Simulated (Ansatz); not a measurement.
Telling isomers of BH8NSbSi+ apart by their spectra

These gas-phase data were calculated for one isomer of BH8NSbSi+ at B3LYP-D3(BJ)/def2-SVP (harmonic, unscaled wavenumbers; equilibrium rotational constants with average atomic masses):

* rotational constants: 5.583, 1.388, 1.165 GHz
* all wavenumbers above 1500 cm⁻¹: 3514, 3441, 2786, 2649, 2290, 2259, 1956, 1939, 1588

Candidates:

(1) `N[BH][SbH2+][SiH3]`, a singlet
(2) `B[NH2+][SiH2][SbH2]`, a singlet

Q: Assign the data to one candidate and say why.

A: Candidate (2). 2 modes lie between 2350 and 2900 cm⁻¹, one for each B–H bond, while (1) has 1.

The same quantities for all candidates:

```tsv
	rotational constants (GHz)	wavenumbers above 1500 cm⁻¹	E above the lowest, B3LYP-D3(BJ)/def2-SVP (kcal/mol)
(1)	5.814, 1.382, 1.2	3641, 3545, 2701, 2301, 2298, 2263, 2059, 2039, 1613	0.0
(2)	5.583, 1.388, 1.165	3514, 3441, 2786, 2649, 2290, 2259, 1956, 1939, 1588	3.3
```

Each candidate is one conformer. Atoms past krypton carry core potentials. Programs: Ansatz 0.2.0.
